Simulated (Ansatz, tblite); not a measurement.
Forces on Mn₂O₂⁻ at its PBE0-D4/def2-SVPD geometry. The state is a doublet with charge -1.

The xTB rows come from tblite. At PBE-D4/def2-TZVPD the charge -1 doublet is spin-contaminated (final ⟨S²⟩ up to 5.42, 0.75 for a pure state). At PBE-D4/def2-TZVPD the highest occupied level of the charge -1 doublet lies above zero (up to 0.81 eV). Its loss leaves the charge 0 singlet, which lies 6.17 eV higher (vertical, at PBE-D4/def2-TZVPD), but this difference is unsure: the singlet is doubtful (geometry relaxed on an unsound state). The geometry of the doublet was relaxed on an unsound state (⟨S²⟩ 5.69, where a pure state has 0.75). The structure comes from a short search, and lower isomers may exist.

GFN2-xTB (tblite), largest force 3.66 eV/Å:

```xyz
4
positions Å, forces eV/Å
Mn    0.015    0.107   -1.334   -0.030   -0.214    2.669
Mn   -0.013   -0.095    1.184    0.040    0.293   -3.650
O     0.688    1.251    0.184   -0.692   -1.292    0.382
O    -0.690   -1.263   -0.034    0.681    1.213    0.599
```

PBE-D4/def2-TZVPD (Ansatz), largest force 0.73 eV/Å:

```
Mn -0.006 -0.046 0.568
Mn 0.008 0.058 -0.726
O -0.155 -0.288 0.054
O 0.154 0.276 0.103
```
